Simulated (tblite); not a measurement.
A geometry optimisation, step by step.

C₄H₇BClO₂ (doublet state).
Atom-mapped SMILES: `[H]/[C:1]=[CH:2]\[C@@H:3]([CH3:4])[O:5][B:6]([OH:7])[Cl:8]` (hydrogens: H9 on C1; H10 on C2; H11 on C3; H12, H13, H14 on C4; H15 on O7)
Bond orders are those of one Lewis drawing.

Computed with GFN2-xTB (tblite), gas phase: L-BFGS steps from a force-field or distance-geometry start until the largest atomic force falls under 0.01 eV/Å. 9 of its 75 geometries are shown.

Step 0: E = -706.6489 eV, largest atomic force 4.637 eV/Å
```
atom  x, y, z in Å  |  force x, y, z in eV/Å
C1     -0.430   -2.060    1.168   -0.138   2.916  -0.867
C2     -0.560   -0.730    1.263   -0.147  -2.371   1.569
C3     -0.432    0.148    0.061    0.114  -1.526  -1.378
C4     -1.758    0.643   -0.466   -1.033  -0.260  -0.757
O5      0.528    1.129    0.225    2.698   0.693  -2.723
B6      1.689    0.902   -0.665    0.887  -1.363   4.342
O7      2.150   -0.504   -0.711   -0.151   2.580   0.076
Cl8     3.091    2.109   -0.404   -1.440  -0.776  -0.598
H9     -0.255   -2.495    0.187   -0.029  -0.520   0.640
H10    -0.737   -0.222    2.214    0.039  -0.179  -0.320
H11    -0.030   -0.537   -0.721   -0.371   0.141   0.063
H12    -1.606    1.381   -1.269    0.051  -0.168   0.393
H13    -2.260   -0.240   -0.947    0.198   0.848   0.615
H14    -2.413    1.076    0.296    0.246  -0.138  -0.139
H15     3.018   -0.593   -0.251   -0.922   0.125  -0.917
```

Step 9: E = -708.4021 eV, largest atomic force 0.919 eV/Å
```
atom  x, y, z in Å  |  force x, y, z in eV/Å
C1     -0.434   -1.981    1.137    0.041  -0.062   0.326
C2     -0.524   -0.695    1.232   -0.162  -0.395  -0.328
C3     -0.429    0.106   -0.072   -0.077   0.051   0.234
C4     -1.786    0.642   -0.498    0.101   0.113   0.122
O5      0.523    1.170    0.035   -0.093  -0.388  -0.107
B6      1.791    0.851   -0.232    0.764   0.229  -0.456
O7      2.166   -0.406   -0.551    0.345  -0.191   0.437
Cl8     2.973    2.182   -0.395   -0.344  -0.297   0.267
H9     -0.255   -2.642    0.325    0.037  -0.217  -0.022
H10    -0.737   -0.202    2.162    0.048   0.348  -0.017
H11    -0.080   -0.612   -0.824    0.068   0.236  -0.104
H12    -1.609    1.402   -1.253   -0.190   0.025  -0.074
H13    -2.356   -0.183   -0.908   -0.143   0.040  -0.075
H14    -2.335    1.075    0.334    0.069   0.072   0.004
H15     3.088   -0.699   -0.514   -0.464   0.436  -0.206
```

Step 18: E = -708.5844 eV, largest atomic force 0.358 eV/Å
```
atom  x, y, z in Å  |  force x, y, z in eV/Å
C1     -0.419   -2.020    1.201   -0.003   0.027   0.039
C2     -0.540   -0.738    1.166    0.019   0.059  -0.152
C3     -0.441    0.067   -0.140   -0.055   0.091  -0.015
C4     -1.790    0.676   -0.492   -0.098  -0.019  -0.049
O5      0.525    1.105   -0.007    0.002  -0.081   0.036
B6      1.815    0.815   -0.203    0.146   0.182  -0.058
O7      2.227   -0.454   -0.393    0.260   0.180  -0.168
Cl8     2.912    2.199   -0.290   -0.113  -0.279   0.069
H9     -0.250   -2.775    0.468    0.006  -0.102   0.065
H10    -0.708   -0.118    2.035   -0.006  -0.037   0.007
H11    -0.097   -0.604   -0.940   -0.134   0.028   0.066
H12    -1.677    1.432   -1.264    0.105   0.037  -0.018
H13    -2.425   -0.112   -0.875   -0.187  -0.115  -0.020
H14    -2.276    1.131    0.366    0.116   0.020   0.068
H15     3.139   -0.597   -0.654   -0.058   0.010   0.129
```

Step 28: E = -708.6442 eV, largest atomic force 0.133 eV/Å
```
atom  x, y, z in Å  |  force x, y, z in eV/Å
C1     -0.409   -2.034    1.230   -0.022  -0.050   0.014
C2     -0.556   -0.761    1.110    0.082   0.005   0.019
C3     -0.478    0.040   -0.195    0.093   0.045  -0.061
C4     -1.817    0.699   -0.493   -0.020   0.017   0.002
O5      0.520    1.052   -0.058    0.057   0.043  -0.030
B6      1.824    0.806   -0.233   -0.081   0.012   0.015
O7      2.305   -0.425   -0.487    0.115   0.019  -0.038
Cl8     2.913    2.184   -0.158   -0.118  -0.038   0.047
H9     -0.249   -2.902    0.632   -0.006   0.071   0.004
H10    -0.705   -0.114    1.968   -0.032  -0.046  -0.031
H11    -0.180   -0.615   -1.020   -0.013  -0.122   0.009
H12    -1.691    1.434   -1.284    0.011   0.054  -0.009
H13    -2.535   -0.046   -0.821    0.009  -0.067   0.037
H14    -2.200    1.192    0.394   -0.007   0.095   0.016
H15     3.254   -0.501   -0.607   -0.067  -0.037   0.005
```

Step 37: E = -708.6548 eV, largest atomic force 0.062 eV/Å
```
atom  x, y, z in Å  |  force x, y, z in eV/Å
C1     -0.413   -2.036    1.237    0.005  -0.011  -0.010
C2     -0.550   -0.764    1.098    0.001  -0.004   0.038
C3     -0.480    0.029   -0.214    0.030   0.004  -0.028
C4     -1.814    0.709   -0.490   -0.026   0.002   0.000
O5      0.520    1.034   -0.104    0.027   0.026   0.045
B6      1.827    0.800   -0.249   -0.032  -0.022   0.024
O7      2.332   -0.418   -0.519    0.042   0.002  -0.014
Cl8     2.869    2.200   -0.085    0.010  -0.003   0.006
H9     -0.247   -2.914    0.659    0.000   0.047  -0.017
H10    -0.716   -0.115    1.950   -0.003   0.012   0.010
H11    -0.208   -0.650   -1.028   -0.001  -0.042  -0.043
H12    -1.697    1.433   -1.292    0.009  -0.034  -0.051
H13    -2.548   -0.037   -0.777   -0.042   0.000   0.009
H14    -2.163    1.236    0.393    0.006   0.014   0.035
H15     3.282   -0.499   -0.602   -0.025   0.008  -0.004
```

Step 46: E = -708.6596 eV, largest atomic force 0.047 eV/Å
```
atom  x, y, z in Å  |  force x, y, z in eV/Å
C1     -0.411   -2.031    1.244    0.009  -0.014  -0.037
C2     -0.555   -0.760    1.103   -0.017  -0.012   0.025
C3     -0.485    0.014   -0.220    0.001   0.018  -0.011
C4     -1.813    0.706   -0.490   -0.027   0.012  -0.001
O5      0.520    1.014   -0.105    0.005   0.046   0.006
B6      1.827    0.790   -0.244   -0.021  -0.021   0.000
O7      2.347   -0.415   -0.543    0.027  -0.003   0.007
Cl8     2.850    2.196   -0.029    0.035   0.000   0.002
H9     -0.239   -2.883    0.628    0.003  -0.018   0.014
H10    -0.722   -0.101    1.945   -0.004  -0.007   0.023
H11    -0.221   -0.671   -1.032    0.016  -0.022  -0.010
H12    -1.705    1.389   -1.329    0.001   0.000  -0.021
H13    -2.579   -0.028   -0.723    0.006  -0.034   0.020
H14    -2.118    1.274    0.384   -0.013   0.045  -0.006
H15     3.300   -0.486   -0.611   -0.020   0.011  -0.012
```

Step 56: E = -708.6645 eV, largest atomic force 0.056 eV/Å
```
atom  x, y, z in Å  |  force x, y, z in eV/Å
C1     -0.406   -2.032    1.225   -0.005  -0.004   0.021
C2     -0.564   -0.759    1.108   -0.003  -0.046   0.007
C3     -0.489    0.021   -0.212   -0.009  -0.006  -0.007
C4     -1.817    0.709   -0.494   -0.017   0.006  -0.002
O5      0.522    1.014   -0.098   -0.009   0.030   0.030
B6      1.829    0.785   -0.233   -0.003  -0.023  -0.004
O7      2.354   -0.411   -0.559    0.000   0.011  -0.014
Cl8     2.868    2.173    0.029    0.003   0.029  -0.005
H9     -0.223   -2.875    0.600    0.005   0.000   0.008
H10    -0.742   -0.117    1.961   -0.009   0.010   0.000
H11    -0.228   -0.675   -1.016    0.030   0.015  -0.045
H12    -1.736    1.309   -1.398    0.001   0.000   0.011
H13    -2.597   -0.036   -0.629    0.017  -0.004   0.014
H14    -2.085    1.360    0.335    0.019   0.009  -0.019
H15     3.307   -0.460   -0.640   -0.021  -0.025   0.005
```

Step 65: E = -708.6673 eV, largest atomic force 0.040 eV/Å
```
atom  x, y, z in Å  |  force x, y, z in eV/Å
C1     -0.406   -2.039    1.222   -0.004   0.009   0.001
C2     -0.570   -0.768    1.103    0.015  -0.029   0.001
C3     -0.483    0.027   -0.209   -0.020  -0.001   0.000
C4     -1.813    0.710   -0.496    0.003   0.007  -0.004
O5      0.523    1.023   -0.071   -0.020   0.033   0.011
B6      1.829    0.793   -0.222    0.001  -0.024  -0.017
O7      2.339   -0.403   -0.571    0.000  -0.011   0.003
Cl8     2.872    2.176    0.039    0.017   0.018   0.006
H9     -0.211   -2.883    0.603    0.005  -0.012  -0.006
H10    -0.760   -0.130    1.957   -0.017   0.020   0.004
H11    -0.209   -0.652   -1.024    0.018  -0.024   0.000
H12    -1.749    1.268   -1.426    0.002   0.001  -0.002
H13    -2.595   -0.040   -0.580    0.000   0.010   0.004
H14    -2.060    1.400    0.307    0.013  -0.009   0.005
H15     3.290   -0.475   -0.653   -0.013   0.011  -0.003
```

Step 74: E = -708.6677 eV, largest atomic force 0.009 eV/Å
```
atom  x, y, z in Å  |  force x, y, z in eV/Å
C1     -0.407   -2.042    1.220    0.000   0.006   0.005
C2     -0.572   -0.770    1.102   -0.005  -0.006  -0.005
C3     -0.481    0.026   -0.209   -0.006  -0.001   0.000
C4     -1.810    0.709   -0.497    0.000   0.005   0.001
O5      0.520    1.026   -0.066   -0.003   0.000   0.004
B6      1.826    0.796   -0.221    0.004  -0.004  -0.002
O7      2.331   -0.400   -0.575   -0.002  -0.002   0.001
Cl8     2.875    2.175    0.045    0.001   0.003   0.001
H9     -0.205   -2.886    0.604    0.005   0.003   0.000
H10    -0.773   -0.132    1.954   -0.004  -0.002   0.002
H11    -0.199   -0.653   -1.021    0.000  -0.003  -0.002
H12    -1.751    1.257   -1.435    0.004  -0.003   0.004
H13    -2.599   -0.035   -0.565    0.005   0.002  -0.003
H14    -2.043    1.410    0.300   -0.003   0.001   0.000
H15     3.282   -0.473   -0.660    0.005   0.001  -0.006
```

Question: Summarise the path.

Answer: The energy falls by 194.79 kJ/mol from step 0 to step 74; nine tenths of that is first reached at step 10. It falls at every step. The largest force goes from 4.637 to 0.009 eV/Å. Among the bonds O5–B6 changes most, from 1.480 to 1.335 Å; the atoms move by 0.380 Å rms after alignment.

Question: Follow the three bonds and two angles with the largest change from start to end.

Answer: 
```json
{"step": "0", "E above end (kJ/mol)": "194.79", "largest force (eV/Å)": "4.637", "O5–B6 (Å)": "1.480", "B6–O7 (Å)": "1.481", "B6–Cl8 (Å)": "1.868", "C2–C1–H9 (°)": "118.5", "C3–O5–B6 (°)": "111.4"}
{"step": "3", "E above end (kJ/mol)": "64.95", "largest force (eV/Å)": "1.312", "O5–B6 (Å)": "1.327", "B6–O7 (Å)": "1.339", "B6–Cl8 (Å)": "1.756", "C2–C1–H9 (°)": "127.3", "C3–O5–B6 (°)": "116.3"}
{"step": "6", "E above end (kJ/mol)": "42.68", "largest force (eV/Å)": "0.841", "O5–B6 (Å)": "1.346", "B6–O7 (Å)": "1.369", "B6–Cl8 (Å)": "1.733", "C2–C1–H9 (°)": "130.0", "C3–O5–B6 (°)": "116.9"}
{"step": "10", "E above end (kJ/mol)": "19.44", "largest force (eV/Å)": "0.587", "O5–B6 (Å)": "1.340", "B6–O7 (Å)": "1.346", "B6–Cl8 (Å)": "1.777", "C2–C1–H9 (°)": "133.6", "C3–O5–B6 (°)": "117.1"}
{"step": "13", "E above end (kJ/mol)": "13.49", "largest force (eV/Å)": "0.978", "O5–B6 (Å)": "1.353", "B6–O7 (Å)": "1.341", "B6–Cl8 (Å)": "1.730", "C2–C1–H9 (°)": "133.7", "C3–O5–B6 (°)": "120.1"}
{"step": "16", "E above end (kJ/mol)": "9.91", "largest force (eV/Å)": "0.271", "O5–B6 (Å)": "1.338", "B6–O7 (Å)": "1.347", "B6–Cl8 (Å)": "1.759", "C2–C1–H9 (°)": "134.2", "C3–O5–B6 (°)": "119.0"}
{"step": "19", "E above end (kJ/mol)": "7.03", "largest force (eV/Å)": "0.444", "O5–B6 (Å)": "1.338", "B6–O7 (Å)": "1.346", "B6–Cl8 (Å)": "1.762", "C2–C1–H9 (°)": "134.8", "C3–O5–B6 (°)": "119.1"}
{"step": "23", "E above end (kJ/mol)": "4.38", "largest force (eV/Å)": "0.265", "O5–B6 (Å)": "1.336", "B6–O7 (Å)": "1.348", "B6–Cl8 (Å)": "1.739", "C2–C1–H9 (°)": "137.5", "C3–O5–B6 (°)": "120.2"}
{"step": "26", "E above end (kJ/mol)": "2.93", "largest force (eV/Å)": "0.178", "O5–B6 (Å)": "1.338", "B6–O7 (Å)": "1.346", "B6–Cl8 (Å)": "1.758", "C2–C1–H9 (°)": "140.2", "C3–O5–B6 (°)": "121.2"}
{"step": "29", "E above end (kJ/mol)": "2.02", "largest force (eV/Å)": "0.108", "O5–B6 (Å)": "1.338", "B6–O7 (Å)": "1.346", "B6–Cl8 (Å)": "1.756", "C2–C1–H9 (°)": "140.3", "C3–O5–B6 (°)": "123.0"}
{"step": "32", "E above end (kJ/mol)": "1.59", "largest force (eV/Å)": "0.084", "O5–B6 (Å)": "1.335", "B6–O7 (Å)": "1.346", "B6–Cl8 (Å)": "1.754", "C2–C1–H9 (°)": "140.6", "C3–O5–B6 (°)": "123.1"}
{"step": "35", "E above end (kJ/mol)": "1.36", "largest force (eV/Å)": "0.070", "O5–B6 (Å)": "1.336", "B6–O7 (Å)": "1.346", "B6–Cl8 (Å)": "1.754", "C2–C1–H9 (°)": "140.7", "C3–O5–B6 (°)": "123.3"}
{"step": "39", "E above end (kJ/mol)": "1.14", "largest force (eV/Å)": "0.064", "O5–B6 (Å)": "1.334", "B6–O7 (Å)": "1.346", "B6–Cl8 (Å)": "1.753", "C2–C1–H9 (°)": "140.7", "C3–O5–B6 (°)": "124.0"}
{"step": "42", "E above end (kJ/mol)": "0.98", "largest force (eV/Å)": "0.076", "O5–B6 (Å)": "1.334", "B6–O7 (Å)": "1.346", "B6–Cl8 (Å)": "1.755", "C2–C1–H9 (°)": "139.9", "C3–O5–B6 (°)": "123.8"}
{"step": "45", "E above end (kJ/mol)": "0.82", "largest force (eV/Å)": "0.051", "O5–B6 (Å)": "1.335", "B6–O7 (Å)": "1.346", "B6–Cl8 (Å)": "1.752", "C2–C1–H9 (°)": "138.4", "C3–O5–B6 (°)": "124.3"}
{"step": "48", "E above end (kJ/mol)": "0.70", "largest force (eV/Å)": "0.080", "O5–B6 (Å)": "1.334", "B6–O7 (Å)": "1.346", "B6–Cl8 (Å)": "1.754", "C2–C1–H9 (°)": "137.9", "C3–O5–B6 (°)": "124.6"}
{"step": "51", "E above end (kJ/mol)": "0.54", "largest force (eV/Å)": "0.060", "O5–B6 (Å)": "1.335", "B6–O7 (Å)": "1.346", "B6–Cl8 (Å)": "1.757", "C2–C1–H9 (°)": "137.8", "C3–O5–B6 (°)": "124.1"}
{"step": "55", "E above end (kJ/mol)": "0.34", "largest force (eV/Å)": "0.050", "O5–B6 (Å)": "1.335", "B6–O7 (Å)": "1.346", "B6–Cl8 (Å)": "1.752", "C2–C1–H9 (°)": "138.5", "C3–O5–B6 (°)": "124.5"}
{"step": "58", "E above end (kJ/mol)": "0.26", "largest force (eV/Å)": "0.042", "O5–B6 (Å)": "1.334", "B6–O7 (Å)": "1.346", "B6–Cl8 (Å)": "1.756", "C2–C1–H9 (°)": "138.7", "C3–O5–B6 (°)": "124.5"}
{"step": "61", "E above end (kJ/mol)": "0.12", "largest force (eV/Å)": "0.045", "O5–B6 (Å)": "1.336", "B6–O7 (Å)": "1.346", "B6–Cl8 (Å)": "1.756", "C2–C1–H9 (°)": "138.5", "C3–O5–B6 (°)": "124.0"}
{"step": "64", "E above end (kJ/mol)": "0.07", "largest force (eV/Å)": "0.041", "O5–B6 (Å)": "1.335", "B6–O7 (Å)": "1.346", "B6–Cl8 (Å)": "1.752", "C2–C1–H9 (°)": "138.7", "C3–O5–B6 (°)": "124.1"}
{"step": "68", "E above end (kJ/mol)": "0.02", "largest force (eV/Å)": "0.022", "O5–B6 (Å)": "1.335", "B6–O7 (Å)": "1.346", "B6–Cl8 (Å)": "1.754", "C2–C1–H9 (°)": "138.9", "C3–O5–B6 (°)": "123.8"}
{"step": "71", "E above end (kJ/mol)": "0.01", "largest force (eV/Å)": "0.014", "O5–B6 (Å)": "1.335", "B6–O7 (Å)": "1.346", "B6–Cl8 (Å)": "1.753", "C2–C1–H9 (°)": "138.8", "C3–O5–B6 (°)": "123.8"}
{"step": "74", "E above end (kJ/mol)": "0.00", "largest force (eV/Å)": "0.009", "O5–B6 (Å)": "1.335", "B6–O7 (Å)": "1.346", "B6–Cl8 (Å)": "1.753", "C2–C1–H9 (°)": "139.0", "C3–O5–B6 (°)": "123.7"}
```

The cost below is that of the whole relaxation. On one thread, Arm Neoverse V1 (aarch64), shared host with 32 logical CPUs at a one-minute load of 22, this took 0.53 s of wall time.
